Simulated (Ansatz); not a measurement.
Abridged output of a molecular run in Ansatz:

```
Functional definition: HF
1609 factors; integrals over basis functions are off by at most 1.3e-3 eV
mean field evaluation 1: about -22740.4888 eV, gradient 3.8e1 eV
mean field evaluation 2: about -22740.7104 eV, gradient 3.8e1 eV
mean field evaluation 4: about -22744.4380 eV, gradient 4.7e0 eV
mean field evaluation 8: about -22744.5156 eV, gradient 2.6e-1 eV
mean field -22744.51594552 eV, -835.8455442113 hartree, gradient 3.5e-6 eV, S^2 0.000000; 0 other end points of the search recorded, 0 dependent functions left out
13 core orbitals not correlated: weight in the atoms' cores, before any rotation towards them, 1.000 or more for the frozen orbitals, at most 0.000 for the correlated occupied ones
reference -22744.51594552 eV, -835.8455442113 hartree; 15, 15 occupied and 247, 247 virtual orbitals, 1609 factors
second order -22.59429076 eV of doubles, -0.00000000 eV of singles
cycle   1  -23.40275957 eV  change   -8.1e-1 eV  update   9.6e-2
cycle   2  -23.95596875 eV  change   -5.5e-1 eV  update   2.8e-2
cycle   3  -24.06001218 eV  change   -1.0e-1 eV  update   1.5e-2
cycle   4  -24.05132791 eV  change    8.7e-3 eV  update   4.3e-3
cycle   5  -24.05062788 eV  change    7.0e-4 eV  update   2.6e-3
cycle   6  -24.05120495 eV  change   -5.8e-4 eV  update   9.0e-4
cycle   7  -24.05092316 eV  change    2.8e-4 eV  update   3.2e-4
cycle   8  -24.05093680 eV  change   -1.4e-5 eV  update   8.7e-5
cycle   9  -24.05095390 eV  change   -1.7e-5 eV  update   2.4e-5
perturbative correction -0.95164099 eV, -0.0349721612 hartree
Total energy: -22769.51854041 eV, -836.7643726261 hartree
```

Its atoms:

Z-matrix (Å, degrees):
```
C
N 1 1.443
H 1 1.099 2 111.3
H 1 1.099 2 111.3 3 119.7
H 1 1.091 2 110.8 3 -120.2
C 2 1.444 1 112.7 3 -59.8
Al 2 1.762 1 125.6 3 120.2
H 6 1.099 2 111.5 1 60.0
H 6 1.093 2 110.9 1 180.0
H 6 1.099 2 111.5 1 -60.0
Cl 7 2.101 2 118.1 1 0.0
H 7 1.571 2 120.9 1 -180.0
```

(1) Which basis set was used?
A. def2-QZVPP
B. cc-pV(D+d)Z
C. def2-TZVPPD
D. def2-TZVPP

(2) Write the keys of the input that set method, charge and spin (a neutral closed shell needs none for the last two).

## Answers

(1) D. It gives 275 functions.

(2) 
```yaml
correlation: {method: ccsd_t}
```
